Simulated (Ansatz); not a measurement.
Computed with Ansatz on PBE0-D4/def2-TZVP structures; ΔE is electronic, products minus reactants. CBS: MP2 limit from def2 TZ/QZ plus the TZ coupled-cluster correction, frozen cores. This one scheme is used for every species. No spin–orbit coupling; open shells (•) take unrestricted orbitals. Each species was taken in one conformer, which may not be the lowest.

Consider the homolysis of the S–Si bond: `N[Si](F)([SiH3])S` → `[SH]`• + `N[Si](F)[SiH3]`•.

```tsv
species	CCSD(T)/CBS(def2) energy (Eh)
`N[Si](F)([SiH3])S`	-1134.16977
`[SH]`•	-398.31908
`N[Si](F)[SiH3]`•	-735.69651
```

(1) Work out ΔE.

Largest T1 diagnostic among the species: 0.016.

Results:

(1) ΔE = (-398.31908) + (-735.69651) − (-1134.16977) = 0.15418 Eh = +404.8 kJ/mol.

The D4 term adds +16.3 kJ/mol with B3LYP and +8.8 kJ/mol with PBE0; it sums over pairs of atoms, weighted by their polarisabilities, and B3LYP, whose exchange is more repulsive, gets the larger term. In def2-TZVPP, CCSD(T) changes the Hartree–Fock value by +101.3 kJ/mol (the triples alone add +10.0 kJ/mol) and MP2 by +121.3 kJ/mol; breaking electron pairs costs correlation energy, which Hartree–Fock lacks.

B3LYP here is the variant with VWN-RPA as its local correlation; programs differ in this.
